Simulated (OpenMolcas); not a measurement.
Re6+ among 6 point charges of -1.5 e arranged as a tetragonal octahedron (D4h), 2.37 Å from the ion, with the axial distance 2.773 Å.

```json
{"Program": "OpenMolcas 26.06", "Method": "SS-CASPT2, IPEA 0.25 Eh, imaginary shift 0.1 Eh (closed shells correlated: 5s 5p)", "Basis": "ANO-RCC-VDZP [7s6p4d2f1g]", "Scalar Hamiltonian": "DKH2, point nucleus", "Active space": "1 electron in 5 orbitals (5d)", "State averaging": "2S+1 = 2 even, 5 roots", "Spin-orbit coupling": "RASSI with atomic mean-field integrals over the reference wave functions"}
```

(1) What is the spin-free ground state (labels of D4, the rotations of D4h)?

(2) Where is the first state of the same spin?

(3) What are the lowest two levels with spin-orbit coupling?

(4) What is χT at 300 K, and how does it compare with the textbook value?

## Answers

(1) 2E, 2-fold in its orbital part, 100 % from free-ion D terms; it has the highest spin that d1 allows.

(2) 2A1 at 1150 cm-1 above the ground state.

(3) A 2-fold level E1/2 with g = 0.71, 1.63, 1.63, then a 2-fold level E3/2 2270 cm-1 above it. Their leading multiplicities are 2 (100 %) and 2 (100 %).

(4) The lowest level has 2S+1 = 2, for which the spin-only value is χT = S(S+1) / 2 = 0.375 cm3 K/mol (g = 2). The computed 0.203 at 300 K differs by -0.172, through orbital momentum, spin-orbit coupling and any other state in reach.

Spin-orbit coupling mixes the spin-free states strongly: the lowest level takes only 64 % from its leading state, 2E. An orbital doublet at a regular site is open to a Jahn-Teller distortion, which this geometry leaves out. Free-ion shares, where given, are those of the reference states; single-state CASPT2 does not remix them. Point charges carry no covalency, so the field is a model and not that of real ligands. No measured value stands beside these numbers.
